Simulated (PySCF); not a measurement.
# Electron correlation in P²⁺ (phosphorus, charge +2)

[Ne] 3s1 3p2, high-spin 4P determinant (an excited configuration). All numbers are calculated (PySCF 2.14, the spin-free X2C one-electron Hamiltonian (Gaussian nucleus), in x2c-TZVPPall (5s5p3d1f, 42 functions)). Frozen: 1s2; 11 electrons correlated.

MP2 pair energies summed by pair of shells (mhartree):

```csv
pair,energy,share (%)
2p-2p,-103.21,63.5
2s-2p,-22.80,14.0
2p-3p,-11.98,7.4
3p-3p,-6.83,4.2
2p-3s,-6.58,4.0
2s-2s,-4.73,2.9
3s-3p,-3.78,2.3
2s-3p,-1.86,1.1
2s-3s,-0.86,0.5
```

Total MP2 correlation energy: -162.63 mhartree.

Same-spin part -55.35 and opposite-spin part -107.29 mhartree; SCS-MP2 scales them by 1/3 and 6/5 to -147.19 mhartree.

This basis was not built for core-valence correlation, so the inner-shell part is incomplete.
